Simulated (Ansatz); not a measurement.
Basis-set series for `O[Si]([SiH3])[SiH3]` radical. Charge 0, multiplicity 2. The structure was optimised at the PBE0-D4/def2-TZVP level. It is one conformer, not always the lowest.

| functional | basis | functions | energy (Eh) | HOMO (eV) | LUMO (eV) |
| --- | --- | --- | --- | --- | --- |
| PBE0-D4 | def2-SVP | 103 | -947.11482 | -5.54 | -2.39 |
| PBE0-D4 | def2-TZVPP | 255 | -947.52184 | -5.62 | -2.41 |
| ωB97M-V | def2-SVP | 103 | -947.44118 | -7.20 | -0.68 |
| ωB97M-V | def2-TZVPP | 255 | -947.85276 | -7.31 | -0.80 |

(1) Give the rows for def2-QZVPP. (Estimate.)

## Answers

(1) Ansatz gave: 
```csv
functional,basis,functions,energy (Eh),HOMO (eV),LUMO (eV)
PBE0-D4,def2-QZVPP,477,-947.55591,-5.65,-2.45
ωB97M-V,def2-QZVPP,477,-947.88501,-7.34,-0.87
```

HOMO and LUMO are taken over both spins.
